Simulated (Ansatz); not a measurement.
Consider the cleavage of the Si–B bond: `B[SiH2]N=C` + `N[SiH3]` → `C=N[SiH2]N[SiH3]` + BH₃.

Computed with Ansatz on PBE0-D4/def2-TZVP structures; ΔE is electronic, products minus reactants. CCSD(T)/CBS is the MP2 limit (def2-TZVPP, def2-QZVPP) plus CCSD(T) − MP2 in def2-TZVPP, frozen cores. This one scheme is used for every species. DFT in def2-TZVPP. B3LYP here is the variant with VWN-RPA as its local correlation; programs differ in this. HSE06 is defined as in plane-wave codes. One conformer a species, not always the lowest.

`B[SiH2]N=C`:

Z-matrix (Å, degrees):
```
Si
N 1 1.747
B 1 2.005 2 112.6
H 1 1.502 2 111.4 3 -123.6
H 1 1.491 2 106.9 3 118.9
C 2 1.257 1 124.3 3 120.2
H 3 1.197 1 118.9 2 179.9
H 3 1.194 1 123.4 2 0.1
H 6 1.103 2 124.2 1 0.8
H 6 1.097 2 120.4 1 -179.3
```

`N[SiH3]`:

```xyz
7

N    -0.747   -0.704   -0.291
Si    0.525    0.385    0.103
H    -1.556   -0.366   -0.786
H    -1.006   -1.425    0.363
H     0.875    1.142   -1.126
H     0.222    1.385    1.170
H     1.686   -0.418    0.567
```

`C=N[SiH2]N[SiH3]`:

```xyz
13

C    -0.268   -2.595    0.229
N     0.424   -1.672    0.730
Si   -0.217   -0.097    1.123
N     0.627    1.153    0.304
Si    0.283    1.808   -1.256
H    -1.341   -2.502   -0.011
H     0.182   -3.568    0.000
H    -1.655   -0.010    0.735
H    -0.036    0.065    2.587
H     1.504    1.431    0.722
H     1.335    1.472   -2.255
H    -1.009    1.224   -1.695
H     0.171    3.291   -1.211
```

BH₃:

Z-matrix (Å, degrees):
```
B
H 1 1.193
H 1 1.193 2 120.0
H 1 1.193 2 120.0 3 180.0
```

| level | ΔE (kJ/mol) | difference from CCSD(T)/CBS |
| --- | --- | --- |
| LDA (SPW92) | -68.1 | 22.0 |
| r2SCAN-D4 | -81.7 | 8.4 |
| B3LYP-D4 | -87.8 | 2.3 |
| r2SCANh-D4 | -83.6 | 6.5 |
| CAM-B3LYP-D4 | -90.6 | -0.5 |
| revPBE | -61.9 | 28.2 |
| PBE0 | -72.7 | 17.4 |
| HSE06 | -72.7 | 17.4 |
| BHLYP | -89.7 | 0.4 |
| RPA@PBE/def2-TZVPP | -91.5 | -1.4 |
| MP2/def2-SVP | -94.6 | -4.5 |
| HF/def2-TZVPP | -98.5 | -8.4 |
| MP2/def2-TZVPP | -99.1 | -9.0 |
| CCSD(T)/def2-TZVPP | -89.8 | 0.3 |
| HF/CBS(def2) | -100.0 | -9.9 |
| CCSD/CBS(def2) | -90.3 | -0.2 |
| CCSD(T)/CBS | -90.1 | 0 |

Largest T1 diagnostic among the species: 0.013.

At CCSD(T), def2-SVP lies +4.1 kJ/mol from the extrapolated value and def2-TZVPP +0.3 kJ/mol. From PBE to PBE0 (25 % exact exchange), in def2-TZVPP and without D4, ΔE moves by −8.4 kJ/mol. The D4 term adds −8.1 kJ/mol with B3LYP and −4.7 kJ/mol with PBE0; it sums over pairs of atoms, weighted by their polarisabilities, and B3LYP, whose exchange is more repulsive, gets the larger term.
